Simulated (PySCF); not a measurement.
C5H5F, SMILES C=C=C(F)C=C. Coordinates come from a PBE-D3(BJ)/def2-SVP optimisation. Other conformers were not sampled.

Method: PySCF 2.14.0 with PBE-D3(BJ)/def2-SVP.

Harmonic wavenumbers (cm⁻¹): 128, 148, 250, 274, 432, 508, 583, 606, 707, 756, 870, 887, 954, 979, 994, 1206, 1248, 1274, 1372, 1420, 1641, 2009, 3027, 3093, 3105, 3117, 3197. Rotational constants (GHz): 8.115, 2.246, 1.781; symmetry number 1.

### Question
Work out the zero-point energy and the ideal-gas rigid-rotor harmonic-oscillator thermochemistry at 298.15 K and 1 atm.

### Answer
ZPE = ½ Σ hcν = ½ × 34785 cm⁻¹ = 208.06 kJ/mol. H − E(el) = 227.41 kJ/mol. Entropy in J/(mol K): translation 164.02, rotation 111.69, vibration 53.08, total 328.80. G − E(el) = 129.38 kJ/mol. Cp = 102.97 J/(mol K). Modes under 150 cm⁻¹ make the vibrational entropy uncertain.
